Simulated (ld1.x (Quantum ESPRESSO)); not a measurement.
# What the settings do to the RRKJ potential of Si (Z = 14)

Base potential:

- Element: silicon (Si)
- Generator: ld1.x (Quantum ESPRESSO) 7.5
- Type: norm-conserving RRKJ (Kleinman–Bylander form)
- Functional: PBE
- Relativity: scalar-relativistic
- Frozen core: [Ne]
- Valence charge: 4
- Reference configuration: 3s1 3p3
- Partial waves: 3p (bound): rc 1.70 bohr; 3s (bound): rc 1.80 bohr
- Local potential: the s channel
- Core correction: Bessel-smoothed model core, default radius (core density twice the valence density)

All-electron outer shells of the reference configuration (PBE, scalar-relativistic, ld1.x):

| shell | level (eV) | outermost node (bohr) | outermost maximum (bohr) |
| --- | --- | --- | --- |
| 2s | -141.15 | 0.15 | 0.45 |
| 2p | -97.20 | – | 0.39 |
| 3s | -11.56 | 0.72 | 1.77 |
| 3p | -4.67 | 0.72 | 2.11 |

Cutoffs, loose and tight: the cutoffs (Ry, on a coarse ladder) from which the occupation-weighted sum of valence levels, in a spherical-Bessel basis at the reference potential, stays within 10 and 1 mRy of its value at 400 Ry. They do not see the model core or the augmentation charge, which bear on the density cutoff. Test errors are all-electron minus pseudo excitation energies from the reference, over the configurations 3s2 3p2; 3s2 3p1; 3s2 3p0; 3s0 3p4; 3s1 3p0; 3s2 3p1.5; 3s1 3p2. A dash means not determined; rows that change the core or the reference have their own tests.

```tsv
change	outcome	cutoff, loose	cutoff, tight	bound ghosts	largest test error (meV)
base	generated	12 Ry	35 Ry	none	+53
all radii but the core radius scaled by about 0.89 (s 1.60, p 1.52 bohr)	generated	35 Ry	50 Ry	none	+39
all radii but the core radius scaled by about 1.05 (s 1.88, p 1.78 bohr)	generated	15 Ry	35 Ry	none	+63
all radii but the core radius scaled by about 1.30 (s 2.34, p 2.20 bohr)	generated	15 Ry	25 Ry	none	+136
all radii but the core radius scaled by about 1.40 (s 2.52, p 2.38 bohr)	generated	15 Ry	25 Ry	none	+172
```

Task: What comes out with this change to the base: all radii but the core radius scaled by about 1.19 (s 2.14, p 2.02 bohr)?

Result: outcome: generated; cutoff, loose: 18 Ry; cutoff, tight: 30 Ry; bound ghosts: none; largest test error (meV): +99.

Task: What comes out with this change to the base: all radii but the core radius scaled by about 0.80 (s 1.44, p 1.36 bohr)?

Result: outcome: generated; cutoff, loose: 55 Ry; cutoff, tight: 70 Ry; bound ghosts: none; largest test error (meV): +36.

Reading the sweep of the scale of all radii but the core radius (base = 1) (base included, trends over the rows without a ghost): The loose cutoff is not monotonic: lowest 12 Ry at 1, highest 55 Ry at 0.8. The median size of the test errors (rows with all tests solved) rises from 1.5 meV at 0.8 to 26.7 meV at 1.4, with one reversal. More of the atom is replaced by a form fitted at one configuration, so other configurations suffer as the radius grows.
